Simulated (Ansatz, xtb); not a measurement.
**Ranking isomers of C5H7ClN2**

7 gas-phase structures of C5H7ClN2, from a drawn sample of its isomers (lower ones may exist). Each was relaxed with GFN2-xTB:

A. `CCn1cncc1Cl`, a singlet
B. `CCc1cnc(Cl)[nH]1`, a singlet
C. `CCn1nccc1Cl`, a singlet
D. `CCc1cc(Cl)n[nH]1`, a singlet
E. `CCc1[nH]ncc1Cl`, a singlet
F. `CCn1ccc(Cl)n1`, a singlet
G. `CCn1cc(Cl)cn1`, a singlet

**Question.** Make a reasoned guess at their ranking by r2SCAN-D4/def2-SVP single-point energy.

**Answer.** Calculated order at r2SCAN-D4/def2-SVP: B (0.0), A (20.5), D (43.5), E (45.2), F (55.6), C (56.5), G (63.7) kJ/mol. Less than 1 kcal/mol parts D and E; F and C, so the order within those pairs means little.

Energies above the lowest of each column, in kJ/mol; the last columns are at PBE-D3(BJ)/def2-SVP geometries and were run for some of them only (a dash: not run or not comparable):

| structure | GFN2-xTB | HF/STO-3G | r2SCAN-D4/def2-SVP | PBE-D3(BJ)/def2-SVP | CCSD(T)/def2-SVP + ΔMP2/def2-TZVPP |
| --- | --- | --- | --- | --- | --- |
| B | 7.1 | 0.0 | 0.0 | 0.0 | 0.0 |
| A | 0.0 | 8.5 | 20.5 | 20.6 | 19.4 |
| D | 56.2 | 26.3 | 43.5 | 41.7 | 42.9 |
| E | 57.5 | 25.3 | 45.2 | 42.4 | 45.6 |
| F | 44.0 | 32.3 | 55.6 | 52.9 | – |
| C | 44.7 | 37.6 | 56.5 | – | – |
| G | 46.2 | 33.9 | 63.7 | – | – |

CCSD(T)/def2-SVP + ΔMP2/def2-TZVPP puts B lowest of those it was run on; GFN2-xTB picks A. Some further structures that were screened fall inside this span and aren't listed. Flexible structures stand in one conformer each, not always the lowest. Frequencies (GFN2-xTB) were run for A, B, D, E alone. ΔMP2 is the change of the MP2 energy from the smaller to the larger basis.

Over these structures GFN2-xTB departs from r2SCAN-D4/def2-SVP by 12.8 kJ/mol on average once a common shift is removed. A GFN2-xTB relaxation took about 0.066 s and the r2SCAN-D4/def2-SVP energy about 1.9 s on a shared host (Ansatz 0.2.0, xtb 6.7.1).
